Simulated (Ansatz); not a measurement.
Job for Ansatz (an electronic-structure program): U-r2SCAN/cc-pV(T+d)Z on H2OSi (SMILES O[SiH]), a point of a bond scan (R = 1.855 Å). Files ending in .json are basis or fitting sets from the Basis Set Exchange.

Ansatz 0.2 input:
```yaml
crystal:
  periodic: [false, false, false]
  atoms:
    - {symbol: Si, position_ang: [-0.37783358, -0.33484004, 0.39441778]}
    - {symbol: H, position_ang: [-1.76882776, -0.13515620, -0.81585501]}
    - {symbol: O, position_ang: [0.78278099, 0.49643126, -0.45047039]}
    - {symbol: H, position_ang: [0.56441750, 0.88474728, -1.30394290]}
basis:
  gaussian:
    orbitals: cc-pV_T+d_Z.json
hamiltonian:
  xc: {name: r2SCAN}
magnetization: {spin_polarized: true, initial_magnetization: 0}
```

The log:

```
WARN ansatz: RAYON_NUM_THREADS=2 ignored (pool sized by the plan → 2); use --threads N
Functional definition: r2SCAN
integrals: 0.02 GiB planned
585 factors; their error is unknown
mean field: 0.29 GiB planned
mean field evaluation 1: about -9950.5906 eV, gradient 4.0e1 eV
mean field evaluation 2: about -9908.9605 eV, gradient 9.9e1 eV
mean field evaluation 4: about -9955.6245 eV, gradient 3.2e0 eV
mean field evaluation 8: about -9955.6931 eV, gradient 1.4e-1 eV
mean field evaluation 16: about -9954.7057 eV, gradient 4.8e0 eV
mean field -9955.69313367 eV, -365.8649744512 hartree, gradient 3.0e-5 eV, S^2 0.000000; 1 other end points of the search recorded, 0 dependent functions left out
reference -9955.69314364 eV, -365.8649748177 hartree; 12, 12 occupied and 85, 85 virtual orbitals, 585 factors
Total energy: -9955.69314364 eV, -365.8649748177 hartree
```

The calculation finished and met its thresholds.

Cost: about 2.9 core-seconds (a rough figure).
